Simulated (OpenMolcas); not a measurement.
An atom or ion with 33 electrons was computed by SS-CASPT2, IPEA 0.25 Eh, imaginary shift 0.1 Eh with spin-orbit coupling (OpenMolcas, ANO-RCC-VQZP, DKH2). The lowest levels that the run gave, each within 12 % of the measured value where one is at hand:

```tsv
J	Parity	E (cm-1)	g
3/2	odd	0.0	1.998
3/2	odd	13810	0.822
5/2	odd	14260	1.200
1/2	odd	24270	0.666
3/2	odd	24890	1.316
```

Question: Which ion is it, and what are the configurations and terms?

Answer: Se II (Z = 34, charge +1; active space 3 electrons in 3 orbitals (4p)). J, parity and g give the terms where levels are pure, and mixed ones are named by the computed weights; the size of the splittings, set against known spectra of the 33-electron sequence, gives the charge. In order, with the measured energies in cm-1 (NIST Handbook of Basic Atomic Spectroscopic Data): 4s2 4p3 4S* 3/2, 4s2 4p3 2D* 3/2 (13168), 4s2 4p3 2D* 5/2 (13784), 4s2 4p3 2P* 1/2 (23038), 4s2 4p3 2P* 3/2 (23895).

CASPT2 breaks the degeneracy within a term, and the mean is taken; among the terms shown or strongly mixed into the levels shown the widest spread is 190 cm-1 (4s2 4p3 2D*). With the s shell closed, the reference lacks s² → p² mixing. Computed and measured levels are paired by configuration, term and J; levels that our copy of the source lacks, or whose pairing is in doubt (as where it misses far off the trend of its configuration), stay unpaired and out of the deviations. Only configurations of the active space appear.

* marks odd parity.
